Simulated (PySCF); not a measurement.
(1E)-2-chloro-1-iodobuta-1,3-diene (C4H4ClI), SMILES C=C/C(Cl)=C\I.

The structure is a stationary point at PBE0-D3(BJ)/def2-SVP. The def2 effective core potentials stand for the cores of I; spin–orbit coupling is left out. The values are those of a single conformer.

Computed with TDA-ωB97X/def2-SVPD in PySCF.

Vertical excitations.  State labels are in the subgroup Cs.

Task: List the lowest excited states. (The exact figures need the calculation; the answer reports its results.)

Result: 
| state | symmetry | energy (eV) | λ (nm) | f | main pairs |
|---|---|---|---|---|---|
| S1 | A" | 4.70 | 264 | 0.000 | HOMO→LUMO+1 85 % |
| S2 | A' | 5.36 | 231 | 0.561 | HOMO→LUMO 91 % |
| S3 | A' | 5.37 | 231 | 0.034 | HOMO−1→LUMO+1 87 % |
| S4 | A" | 5.86 | 212 | 0.000 | HOMO−1→LUMO 95 % |
| S5 | A" | 6.41 | 193 | 0.000 | HOMO−2→LUMO+1 35 %, HOMO→LUMO+2 20 %, HOMO−3→LUMO+1 18 % |
| S6 | A' | 6.81 | 182 | 0.389 | HOMO−2→LUMO 85 % |
| S7 | A" | 6.86 | 181 | 0.071 | HOMO→LUMO+3 62 %, HOMO→LUMO+4 18 % |
| S8 | A" | 6.90 | 180 | 0.000 | HOMO−4→LUMO 96 % |
| S9 | A" | 7.11 | 174 | 0.033 | HOMO→LUMO+2 38 %, HOMO−2→LUMO+1 19 %, HOMO→LUMO+3 7 % |
| S10 | A' | 7.12 | 174 | 0.025 | HOMO−3→LUMO 85 % |
| T1 | A' | 3.01 | 412 | 0 | HOMO→LUMO 79 %, HOMO−2→LUMO 13 % |
| T2 | A" | 4.15 | 299 | 0 | HOMO→LUMO+1 80 % |
| T3 | A' | 4.66 | 266 | 0 | HOMO−2→LUMO 33 %, HOMO−3→LUMO 17 %, HOMO→LUMO+7 14 %, HOMO−1→LUMO+1 13 % |
| T4 | A' | 4.67 | 265 | 0 | HOMO−1→LUMO+1 74 % |
Triplets are in the Tamm–Dancoff approximation.
